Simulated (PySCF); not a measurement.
How methods differ on the excitation energy of Mg⁺

Mg⁺ [Ne] 3s1 (2S) → Mg⁺ [Ne] 3d1 (2D), as a difference of total energies. Computed with PySCF 2.14 in x2c-TZVPPall with one added diffuse shell each of s, p, d type (6s5p4d, 41 functions), with scalar relativity by spin-free X2C-1e. Correlated levels: valence and next inner shell: 1s2 frozen. The calculations carry no spin-orbit coupling.

```csv
method,excitation energy (eV)
UHF,8.682
MP2 (valence and next inner shell),8.830
SCS-MP2 (valence and next inner shell),8.797
CCSD (valence and next inner shell),8.830
CCSD(T) (valence and next inner shell),8.834
```

Problem. How much does correlation contribute at CCSD(T) (valence and next inner shell)?

Solution. 8.834 − (8.682) = 0.152 eV, measured against UHF.

Errors of the correlated levels include the incompleteness of this basis and the frozen core.

For comparison: 8.864 eV (measured; NIST levels, between the centres of gravity of the two terms).
